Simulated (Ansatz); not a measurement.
Gas-phase electronic energies from Ansatz, PBE0-D4/def2-TZVP geometries. CCSD(T)/CBS adds triple-zeta CCSD(T) − MP2 to the extrapolated MP2 energy (def2 sets, frozen cores). DFT in def2-TZVPP. B3LYP here is the variant with VWN-RPA as its local correlation; programs differ in this. def2 core potentials past Kr. For Hf outer-core shells are correlated without core-valence functions, which leaves a few kJ/mol of doubt a bond. Each species was taken in one conformer, which may not be the lowest.

Consider the substitution at a C–Si bond: `C[SiH2]SS` + `C[S][Hf]([OH])([F])[Cl]` → `C[O][Hf]([F])([Cl])[S]C` + `[SiH3]SS`.

Task: Is it downhill or uphill in electronic energy at CCSD(T)/CBS, and by how much? (An estimate is asked.)

Result: Ansatz gave: Uphill: ΔE = +92.4 kJ/mol.

Task: What do these levels give: PBE-D4, PBE0-D4, ωB97X-V, PBE, r2SCAN, B3LYP, SCS-MP2/def2-TZVPP, CCSD/def2-TZVPP, CCSD(T)/def2-TZVPP, HF/CBS(def2), MP2/CBS(def2), CCSD/CBS(def2)? (Best estimate.)

Result: Ansatz gave: PBE-D4 89.7, PBE0-D4 91.7, ωB97X-V 87.2, PBE 87.9, r2SCAN 92.0, B3LYP 83.4, SCS-MP2/def2-TZVPP 84.2, CCSD/def2-TZVPP 85.3, CCSD(T)/def2-TZVPP 85.3, HF/CBS(def2) 77.9, MP2/CBS(def2) 98.8, CCSD/CBS(def2) 92.4 kJ/mol.

Largest T1 diagnostic among the species: 0.015.

In def2-TZVPP, CCSD(T) changes the Hartree–Fock value by +7.1 kJ/mol (the triples alone add +0.0 kJ/mol) and MP2 by +13.5 kJ/mol. The D4 term adds +3.1 kJ/mol with B3LYP and +1.5 kJ/mol with PBE0; it sums over pairs of atoms, weighted by their polarisabilities, and B3LYP, whose exchange is more repulsive, gets the larger term.
